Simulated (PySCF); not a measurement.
C$_{6}$H$_{12}$O$_{2}$, charge -1, doublet, at a GFN2-xTB geometry (a state made from the parent by changing its charge; the spin is typed, not shown lowest) (in this run its highest filled SCF level lies above zero, so its values depend strongly on the basis, on diffuse functions most of all); PySCF with MP2/STO-3G.

Here is a job for PySCF.
```python
from pyscf import gto, scf, mp

mol = gto.M(
    atom='''
C    -3.50963689    0.91677573    0.05501106
C    -2.49487882   -0.20562422   -0.14013863
C    -1.09583090    0.32582862   -0.43189966
C    -0.06945154   -0.80683821   -0.61399842
O     1.20215660   -0.33451865   -0.89358246
C     2.14255563   -0.34626441    0.28036348
C     2.73275198    1.05554187    0.39860967
O     1.78949887   -1.01872684    1.31716938
H    -3.57361261    1.53237041   -0.84101340
H    -4.50083218    0.51639959    0.26870547
H    -3.21054204    1.55474443    0.88428704
H    -2.45809723   -0.82324655    0.76027832
H    -2.81742639   -0.84642638   -0.96654299
H    -0.75675479    0.95400089    0.39387310
H    -1.10992386    0.94046251   -1.33738308
H    -0.01508485   -1.39994624    0.31601518
H    -0.39695434   -1.46497224   -1.43892527
H     2.01658639    1.80702187    0.77903974
H     3.07699921    1.39196744   -0.58078777
H     3.57934197    1.02707201    1.08607352
''',
    basis='sto-3g',
    charge=-1,
    spin=1,
    verbose=4,
)

mf = scf.UHF(mol)
mf.kernel()

pt = mp.MP2(mf, frozen=8)
pt.kernel()
print('E(MP2) = %.10f' % pt.e_tot)
```

Output, abridged:

```
PySCF version 2.14.0

[INPUT] verbose = 4
[INPUT] num. atoms = 20
[INPUT] num. electrons = 65
[INPUT] charge = -1
[INPUT] spin (= nelec alpha-beta = 2S) = 1
[INPUT] symmetry False subgroup None
[INPUT] Mole.unit = angstrom
[INPUT] Symbol           X                Y                Z      unit          X                Y                Z       unit  Magmom
[...]
nuclear repulsion = 379.044055247759
number of shells = 36
number of NR pGTOs = 156
number of NR cGTOs = 52
basis = sto-3g
ecp = {}

******** <class 'pyscf.scf.uhf.UHF'> ********
method = UHF
initial guess = minao
damping factor = 0
level_shift factor = 0
DIIS = <class 'pyscf.scf.diis.CDIIS'>
diis_start_cycle = 1
diis_space = 8
diis_damp = 0
SCF conv_tol = 1e-09
SCF conv_tol_grad = None
SCF max_cycles = 50
direct_scf = True
direct_scf_tol = 1e-13
number electrons alpha = 33  beta = 32
Set gradient conv threshold to 3.16228e-05
init E= -380.225103732266

cycle= 1 E= -378.702106785077  delta_E= 1.52  |g|= 0.478  |ddm|= 3.83
cycle= 2 E= -378.879112148003  delta_E= -0.177  |g|= 0.18  |ddm|= 0.898
cycle= 3 E= -378.900205995109  delta_E= -0.0211  |g|= 0.0503  |ddm|= 0.272
cycle= 4 E= -378.904205513146  delta_E= -0.004  |g|= 0.0252  |ddm|= 0.119
cycle= 5 E= -378.905493361082  delta_E= -0.00129  |g|= 0.0168  |ddm|= 0.0628
cycle= 6 E= -378.906669277516  delta_E= -0.00118  |g|= 0.0114  |ddm|= 0.0799
cycle= 7 E= -378.907387907479  delta_E= -0.000719  |g|= 0.00464  |ddm|= 0.0921
cycle= 8 E= -378.907484668592  delta_E= -9.68e-05  |g|= 0.00175  |ddm|= 0.0354
cycle= 9 E= -378.907494474118  delta_E= -9.81e-06  |g|= 0.000841  |ddm|= 0.009
cycle= 10 E= -378.907496813376  delta_E= -2.34e-06  |g|= 0.000326  |ddm|= 0.00435
cycle= 11 E= -378.907497176467  delta_E= -3.63e-07  |g|= 0.000131  |ddm|= 0.00186
cycle= 12 E= -378.907497229607  delta_E= -5.31e-08  |g|= 5.57e-05  |ddm|= 0.000639
cycle= 13 E= -378.907497239734  delta_E= -1.01e-08  |g|= 3.27e-05  |ddm|= 0.00031
cycle= 14 E= -378.90749724422  delta_E= -4.49e-09  |g|= 1.8e-05  |ddm|= 0.000176
cycle= 15 E= -378.907497245884  delta_E= -1.66e-09  |g|= 8.28e-06  |ddm|= 0.000142
cycle= 16 E= -378.907497246207  delta_E= -3.23e-10  |g|= 3.17e-06  |ddm|= 5.76e-05
Extra cycle  E= -378.907497246227  delta_E= -1.98e-11  |g|= 2.25e-06  |ddm|= 7.13e-06
converged SCF energy = -378.907497246227  <S^2> = 0.75849088  2S+1 = 2.0084729

******** <class 'pyscf.mp.ump2.UMP2'> ********
nocc = (np.int64(25), np.int64(24)), nmo = (44, 44)
frozen orbitals 8
E(UMP2) = -379.274461737967  E_corr = -0.366964491740488
E(SCS-UMP2) = -379.302149756937  E_corr = -0.394652510710295
E_corr(same-spin) = -0.0527363992826426
E_corr(oppo-spin) = -0.314228092457845
E(MP2) = -379.2744617380
```
